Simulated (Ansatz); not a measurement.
Gas-phase electronic energies from Ansatz, PBE0-D4/def2-TZVP geometries. CCSD(T)/CBS adds triple-zeta CCSD(T) − MP2 to the extrapolated MP2 energy (def2 sets, frozen cores). Functionals use def2-TZVPP. One conformer a species, not always the lowest.

Reaction (substitution at a C–C bond): `CCC(C)(C)CC` + `O[SiH2]O[SiH](O)O` → `CO[SiH2]O[SiH](O)O` + `CCC(C)CC`

`CCC(C)(C)CC`:

Cartesian coordinates in Å:
```
C 2.150 -0.478 -0.320
C 0.740 -0.651 -0.860
C -0.316 0.328 -0.324
C -1.665 -0.050 -0.932
C 0.021 1.754 -0.753
C -0.398 0.298 1.210
C -0.668 -1.058 1.840
H 2.548 0.518 -0.527
H 2.828 -1.201 -0.781
H 2.195 -0.635 0.760
H 0.402 -1.674 -0.662
H 0.758 -0.554 -1.952
H -1.945 -1.079 -0.692
H -1.633 0.034 -2.022
H -2.458 0.610 -0.569
H 0.106 1.827 -1.841
H 0.962 2.098 -0.317
H -0.761 2.448 -0.431
H 0.533 0.705 1.618
H -1.184 0.999 1.514
H 0.127 -1.776 1.620
H -0.733 -0.970 2.927
H -1.609 -1.491 1.493
```

`O[SiH2]O[SiH](O)O`:

Cartesian coordinates in Å:
```
O 0.799 -1.799 0.323
Si 1.233 -0.385 1.069
O 0.223 0.751 0.509
Si -1.114 0.889 -0.436
O -1.253 -0.473 -1.324
O -1.017 2.184 -1.416
H 0.916 -2.621 0.799
H 1.095 -0.546 2.539
H 2.622 -0.017 0.711
H -2.274 1.139 0.434
H -0.746 -1.226 -0.999
H -0.483 2.105 -2.208
```

`CO[SiH2]O[SiH](O)O`:

```xyz
15

C     1.339    2.223    0.101
O     0.607    1.020   -0.005
Si   -0.356    0.445    1.208
O    -1.060   -0.889    0.622
Si   -1.143   -1.750   -0.776
O    -1.016   -3.348   -0.498
O     0.069   -1.251   -1.749
H     2.111    2.151    0.873
H     0.683    3.069    0.333
H     1.824    2.415   -0.857
H     0.470    0.115    2.396
H    -1.370    1.471    1.559
H    -2.479   -1.557   -1.360
H    -0.139   -3.707   -0.353
H     0.461   -0.406   -1.494
```

`CCC(C)CC`:

```xyz
20

C     1.186   -1.239    1.509
C    -0.082   -1.437    0.692
C    -0.371   -0.355   -0.352
C     0.709   -0.300   -1.425
C    -0.609    1.009    0.295
C    -1.164    2.059   -0.654
H     1.158   -0.310    2.084
H     1.317   -2.057    2.220
H     2.077   -1.212    0.877
H    -0.939   -1.499    1.372
H    -0.030   -2.405    0.181
H    -1.310   -0.644   -0.844
H     0.424    0.355   -2.250
H     0.895   -1.293   -1.845
H     1.654    0.073   -1.022
H     0.328    1.374    0.730
H    -1.304    0.880    1.133
H    -0.462    2.295   -1.456
H    -2.094    1.716   -1.118
H    -1.381    2.991   -0.127
```

CCSD(T)/CBS gives +0.67 eV.

(1) Another level gave +0.52 eV. Which?
A. r2SCAN-D4/def2-TZVPP
B. MP2/def2-TZVPP
C. HF/def2-TZVPP
D. PBE/def2-TZVPP

Largest T1 diagnostic among the species: 0.012.

Results:

(1) D. PBE 0.52, MP2/def2-TZVPP 0.75, r2SCAN-D4 0.61, HF/def2-TZVPP 0.38 eV.

From PBE to PBE0 (25 % exact exchange), in def2-TZVPP and without D4, ΔE moves by +0.03 eV. The D4 term adds +0.09 eV with B3LYP and +0.05 eV with PBE0; it sums over pairs of atoms, weighted by their polarisabilities, and B3LYP, whose exchange is more repulsive, gets the larger term. In def2-TZVPP, CCSD(T) changes the Hartree–Fock value by +0.28 eV (the triples alone add +0.03 eV) and MP2 by +0.37 eV.

B3LYP here is the variant with VWN-RPA as its local correlation; programs differ in this.
